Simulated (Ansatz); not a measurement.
Bond stretch in SiMg, lowest triplet found (which spin is the ground state isn't settled by this scan).

Levels: ROHF/aug-cc-pVDZ (Ansatz, a first-principles code); ROMP2 = MP2 on ROHF/aug-cc-pVDZ, frozen core in Ansatz; ROCCSD = CCSD on ROHF/aug-cc-pVDZ, frozen core (Ansatz); ROCCSD(T) = Ansatz with CCSD(T) on ROHF/aug-cc-pVDZ, frozen core; ROCCSDT = CCSDT on ROHF/aug-cc-pVDZ, frozen core (Ansatz); UKS-BLYP = unrestricted BLYP/aug-cc-pVDZ (Ansatz); UKS-PBE0 = Ansatz with unrestricted PBE0/aug-cc-pVDZ; UKS-PBE = unrestricted PBE/aug-cc-pVDZ in Ansatz; FCI = full CI/aug-cc-pVDZ, frozen core (Ansatz).

All curves are set to zero at 2.61 Å and compared with full CI in the same basis at 2.61, 2.75, 2.83, 3.00, 3.18, 3.37, 3.67, 4.04, 4.48, 4.97, 5.55, 6.30, 7.38, 8.55 Å.

Q: Which method stays most parallel to full CI over these points, and which least?

A: ROCCSDT has the smallest spread and ROHF the largest. In order (kcal/mol): ROCCSDT 0.35, ROCCSD(T) 1.16, ROMP2 2.19, UKS-BLYP 2.29, ROCCSD 4.33, UKS-PBE0 5.63, UKS-PBE 8.32, ROHF 15.93.

Errors against full CI at some of the points (kcal/mol):

```json
[
 {"method": "ROCCSDT", "3.18 Å": "-0.1", "4.04 Å": "-0.3", "4.97 Å": "-0.3", "6.30 Å": "-0.4", "8.55 Å": "-0.4"},
 {"method": "ROCCSD(T)", "3.18 Å": "-0.2", "4.04 Å": "-0.9", "4.97 Å": "-1.1", "6.30 Å": "-1.2", "8.55 Å": "-1.2"},
 {"method": "ROMP2", "3.18 Å": "-0.3", "4.04 Å": "-1.8", "4.97 Å": "-1.9", "6.30 Å": "-1.9", "8.55 Å": "-1.9"},
 {"method": "UKS-BLYP", "3.18 Å": "-0.6", "4.04 Å": "0.0", "4.97 Å": "1.2", "6.30 Å": "1.6", "8.55 Å": "1.5"},
 {"method": "ROCCSD", "3.18 Å": "-1.6", "4.04 Å": "-3.6", "4.97 Å": "-4.2", "6.30 Å": "-4.3", "8.55 Å": "-4.3"},
 {"method": "UKS-PBE0", "3.18 Å": "1.3", "4.04 Å": "3.7", "4.97 Å": "5.3", "6.30 Å": "5.6", "8.55 Å": "5.6"},
 {"method": "UKS-PBE", "3.18 Å": "1.5", "4.04 Å": "4.8", "4.97 Å": "7.3", "6.30 Å": "8.2", "8.55 Å": "8.3"},
 {"method": "ROHF", "3.18 Å": "-7.2", "4.04 Å": "-13.8", "4.97 Å": "-15.4", "6.30 Å": "-15.8", "8.55 Å": "-15.9"}
]
```

The T1 diagnostic of CCSD on the restricted reference of ROMP2, ROCCSD, ROCCSD(T), ROCCSDT exceeds 0.045 at 1.81 to 3.18 Å. The unrestricted determinant behind UKS-PBE0 is spin-contaminated at 1.81 to 3.18 Å (<S²> up to 2.2, against 2.00 for a pure triplet). Also computed but left out beside FCI, since their determinant holds another spin at the minimum (<S²> over 0.7 above the pure value): UHF, UMP2, UCCSD, UCCSD(T), UCCSDT, UCCSDT(Q), UMP2/3-21G, UHF/6-31G*.
